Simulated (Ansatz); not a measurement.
One change: `C=NC(F)OC` becomes `COC(F)[SeH]`.

Ansatz, PBE0-D4/def2-TZVP geometries, multiplicity 1. Each molecule was computed in one conformer, which needn't be the lowest.

Scalar relativity is left out up to krypton. Spin–orbit coupling is left out; it splits and shifts lone-pair levels of the heavy atoms by tenths of an eV.

| property | `C=NC(F)OC` |
| --- | --- |
| LUMO energy (PBE0/def2-TZVPP) / eV | -0.82 |
| HOMO energy (PBE/def2-TZVPP) / eV | -6.28 |
| HOMO energy (PBE0/def2-TZVPP) / eV | -7.81 |
| size of the dipole moment (B3LYP/def2-TZVPP) / D | 1.55 |
| LUMO energy (ωB97M-V/def2-TZVPP) / eV | 1.40 |
| LUMO energy (PBE/def2-TZVPP) / eV | -1.95 |

Q: Give the same properties after the change, and the shifts. (Best estimate.)

A: Ansatz gave: 
```csv
property,`COC(F)[SeH]`,shift
LUMO energy (PBE0/def2-TZVPP) / eV,-0.17,0.65
HOMO energy (PBE/def2-TZVPP) / eV,-5.71,0.57
HOMO energy (PBE0/def2-TZVPP) / eV,-6.91,0.90
size of the dipole moment (B3LYP/def2-TZVPP) / D,2.63,1.08
LUMO energy (ωB97M-V/def2-TZVPP) / eV,1.77,0.37
LUMO energy (PBE/def2-TZVPP) / eV,-1.10,0.85
```

With PBE0 the HOMO rises by 0.90 eV and the LUMO rises by 0.65 eV, so the gap narrows by about 0.25 eV. PBE moves the HOMO by 0.57 eV and ωB97M-V by 1.05 eV. Dipoles are sizes alone; their direction can turn.

B3LYP here is the variant with VWN-RPA as its local correlation; programs differ in this.
